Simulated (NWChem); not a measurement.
System: C2H7AlO2; SMILES [OH][AlH][O]CC

NWChem input:

```
start job
memory heap 200 mb stack 900 mb global 1100 mb
geometry units angstroms noautoz
  Al    -0.546618     1.039203    -0.028009
  H     -2.104874     0.841120    -0.111330
  O      0.022444     2.637127     0.046961
  H      0.945328     2.890124     0.101261
  O      0.580451    -0.220315    -0.008680
  C      0.792700    -1.592430    -0.028762
  C     -0.481707    -2.408470     0.072883
  H      1.330026    -1.864254    -0.957660
  H      1.469964    -1.863948     0.803353
  H     -1.157445    -2.196043    -0.771044
  H     -0.258721    -3.486725     0.065986
  H     -1.022512    -2.179565     1.005278
end
basis spherical
  * library 6-31g*
end
dft
  xc becke88 lyp
  iterations 150
  mulliken
end
task dft energy
```

Geometry: optimised at PBE0/def2-SVP. No frequency run checked for a minimum.

Question: Give the results of this calculation. (BLYP/6-31G* (spherical d).) Quantities: energy (Ha); highest occupied level (eV); orbital gap (eV); dipole (D).

Answer: The energy (Ha) is -473.28 and the highest occupied level (eV) is -6.09. The orbital gap (eV) comes out as 5.61 and the dipole (D) is 1.74.
